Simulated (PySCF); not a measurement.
Molecule: 3-vinylaniline (C=Cc1cccc(N)c1, C$_{8}$H$_{9}$N).

Cartesian coordinates in Å; atom numbers follow the order of the lines, from 1:
```xyz
18

C    -3.194   -0.292   -0.437
C    -1.971   -0.795   -0.544
C    -0.729   -0.176   -0.096
C    -0.697    1.007    0.645
C     0.512    1.546    1.041
C     1.705    0.931    0.710
C     1.699   -0.252   -0.028
N     2.879   -0.918   -0.303
C     0.477   -0.791   -0.421
H    -3.395    0.666    0.010
H    -4.054   -0.827   -0.803
H    -1.844   -1.762   -1.016
H    -1.615    1.503    0.915
H     0.528    2.461    1.615
H     2.647    1.361    1.021
H     2.850   -1.580   -1.062
H     3.722   -0.368   -0.262
H     0.471   -1.707   -0.996
```

Frames of a GFN2-xTB Langevin trajectory at 300 K; GIAO PBE0/pcSseg-1 shieldings in PySCF 2.14.0 with density-fitted response routines, gas phase, non-relativistic; equivalent atoms averaged within each frame.

δ = σ(ref) − σ, references computed at the same level: TMS for ¹³C (σref 186.93), ¹H (σref 31.72); ¹⁵N (σref 267.73) against NH3. The references are static minima.

Q: How do the shifts (ppm) fluctuate along the trajectory?

A: 
| time (fs) | C3 | C7 | C2 | C5 | C1 | C6 | C4 | C9 | N8 | H14 |
| --- | --- | --- | --- | --- | --- | --- | --- | --- | --- | --- |
| 250 | 148.8 | 148.7 | 147.6 | 139.3 | 126.9 | 116.5 | 115.6 | 107.2 | 68.6 | 7.61 |
| 425 | 154.6 | 149.0 | 147.7 | 136.9 | 124.1 | 120.8 | 123.3 | 118.3 | 67.4 | 8.28 |
| 625 | 142.0 | 153.4 | 148.6 | 139.6 | 110.5 | 126.9 | 117.9 | 113.4 | 69.8 | 7.75 |
| 800 | 145.2 | 151.1 | 147.0 | 134.9 | 119.6 | 117.5 | 115.0 | 122.5 | 71.7 | 7.27 |
| 1000 | 151.7 | 149.6 | 147.6 | 137.7 | 123.8 | 114.8 | 119.9 | 120.3 | 81.9 | 7.49 |
| mean of frames | 148.5 | 150.4 | 147.7 | 137.7 | 121.0 | 119.3 | 118.3 | 116.3 | 71.9 | 7.68 |
| standard deviation | 5.0 | 1.9 | 0.6 | 1.9 | 6.4 | 4.8 | 3.4 | 6.1 | 5.8 | 0.38 |

5 frames give an uncertainty of the mean of about the standard deviation over 2.2 at best, since frames this close in time may not be independent; classical motion lacks zero-point vibration, and the reference would need the same averaging.
